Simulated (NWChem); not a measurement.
Molecule: AlP2H5; SMILES [PH2][AlH][PH2]

```xyz
8

Al    -0.5491    -0.0180     0.1900
H     -1.9042    -0.0854     1.0215
P      0.3726    -1.9915    -0.6431
H      0.2439    -2.6931     0.5953
H      1.7316    -1.6070    -0.4302
P      0.2576     2.0575    -0.5032
H      1.6365     1.7371    -0.3133
H      0.0905     2.6640     0.7799
```
Atoms are numbered in this order, from 1.

All runs: NWChem. Pople sets run with spherical d functions. All runs use the structure optimised with PBE0/def2-SVP. Vzz is the largest principal value of the second derivative of the potential at the nucleus (NWChem prints the opposite sign); η is the asymmetry. Non-relativistic.

| level | Vzz Al1 (a.u.) | η Al1 |
|---|---|---|
| PBE0/def2-SVP | 1.025 | 0.26 |
| PBE0/cc-pVTZ | 1.240 | 0.19 |
| PBE/cc-pVTZ | 1.216 | 0.20 |
| PBE/6-31G* | … | … |

Question: Complete the blanks.

Answer: 
- PBE/6-31G*, Vzz Al1 (a.u.): 0.912
- PBE/6-31G*, η Al1: 0.31
